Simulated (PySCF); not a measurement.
YCl2, SMILES [Cl][Y+][Cl], charge +1. Geometry: PBE-D3(BJ)/def2-TZVP. The multiplicity is an assumed one; other spin states were not compared. The isomer is the one that the SMILES or the coordinates give; other isomers of the formula were not compared. The def2 effective core potentials stand for the cores of Y; spin–orbit coupling is left out.

Computed equilibrium geometry at PBE-D3(BJ)/def2-TZVP (PySCF confirms it by a frequency run) as Cartesian coordinates in Å, and its point group:
point group C2v.
```xyz
3

Y      0.0000     0.0000     0.6311
Cl     0.0000    -1.9162    -0.7239
Cl     0.0000     1.9162    -0.7239
```
Charge +1, spin multiplicity 1.
